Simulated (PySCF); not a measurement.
C4H8F2O2Si.
Cartesian coordinates in Å at the PBE0-D3(BJ)/def2-SVP level; atoms count from 1:
```
atom  x, y, z in Å
F1    -0.3549    0.9413    1.4772
C2    -0.6931    1.4497    0.2410
C3    -1.1013    0.3297   -0.6891
O4    -2.2774   -0.2921   -0.2050
Si5   -1.8812   -1.6746    0.6592
O6    -0.2907   -1.7769    0.1353
C7    -0.0458   -0.7994   -0.8534
C8     1.3924   -0.3425   -0.7289
F9     1.6383    0.6360   -1.6654
H10   -1.5427    2.1390    0.3697
H11    0.1696    1.9995   -0.1679
H12   -1.3114    0.7814   -1.6729
H13   -1.9497   -1.5365    2.1354
H14   -2.7235   -2.8099    0.1971
H15   -0.1852   -1.2451   -1.8572
H16    1.5730    0.0592    0.2803
H17    2.0724   -1.1904   -0.9046
```

Method used: PySCF 2.14.0, density-fitted response routines, TDDFT CAM-B3LYP/def2-SVPD, vertical, gas phase, core orbitals frozen in the response.

List the vertical singlet excitations with oscillator strengths and describe the spectrum.

```tsv
state	E (eV)	λ (nm)	ν̃ (cm⁻¹)	f	|μ| (D)	main configurations (H = HOMO, L = LUMO)
S1	7.17	172.8	57850	0.0016	0.24	H-1→L (75%), H→L (17%)
S2	7.52	164.9	60650	0.0019	0.26	H→L (71%), H-1→L (17%)
S3	7.86	157.7	63400	0.019	0.80	H→L+1 (69%), H→L+3 (11%)
S4	8.02	154.7	64650	0.024	0.89	H-1→L+1 (58%), H-1→L+3 (16%), H-1→L+2 (8%)
S5	8.39	147.9	67630	0.013	0.63	H→L+2 (35%), H→L+3 (25%), H→L+1 (16%)
S6	8.53	145.3	68820	0.041	1.13	H-1→L+3 (60%), H-1→L+1 (12%), H→L+2 (9%)
S7	8.65	143.3	69780	0.036	1.05	H-2→L (86%)
S8	8.80	140.9	70960	0.035	1.03	H-2→L+1 (26%), H-1→L+2 (18%), H→L+4 (13%)
S9	8.84	140.3	71270	0.016	0.69	H-2→L+1 (31%), H→L+4 (24%), H-1→L+2 (12%)
S10	8.92	139.0	71930	0.0002	0.08	H-3→L (38%), H-2→L+1 (21%), H→L+5 (11%)
```

Triplets (Tamm–Dancoff): T1 6.76 eV, H-1→L (74%), H→L (12%); T2 7.25 eV, H→L (68%), H-1→L (13%); T3 7.64 eV, H→L+1 (61%), H→L+3 (14%); T4 7.73 eV, H-1→L+1 (51%), H-1→L+3 (11%), H-1→L+2 (10%).

The lowest singlet lies at 7.17 eV (173 nm, vacuum ultraviolet) and is very weak; its leading configuration is HOMO-1→LUMO (75%). The strongest level in the table is S6 at 8.53 eV (145 nm, f = 0.041). Löwdin shares by element: HOMO oxygen 48%, carbon 12% or more, hydrogen 8% or more (atoms not listed hold the other 31%); LUMO silicon 36%, oxygen 28%, hydrogen 13% or more (atoms not listed hold the other 23%). Orbital energies (eV): HOMO-3 -11.40, HOMO-2 -10.67, HOMO-1 -9.87, HOMO -9.74, LUMO 0.98, LUMO+1 1.16, LUMO+2 1.63. Of the 10 states listed, 7 reach f = 0.01 and 1 stays under 0.0005. The oscillator strengths of these states sum to 0.188; summed over the whole spectrum of an exact calculation they would give the number of electrons, 80 (Thomas–Reiche–Kuhn). All these states lie below the vertical ionisation energy of 10.50 eV (ΔSCF). The window holds the lowest 10 singlets.

The run took 12 min wall (grids of density and orbitals included) on one thread of an Arm Neoverse N1, on a shared host, and the process peaked at 1.5 GiB of memory.

One conformer stands for the species.

Without π bonds the low states are Rydberg-like; a valence basis with one diffuse set may place them up to an eV too high.
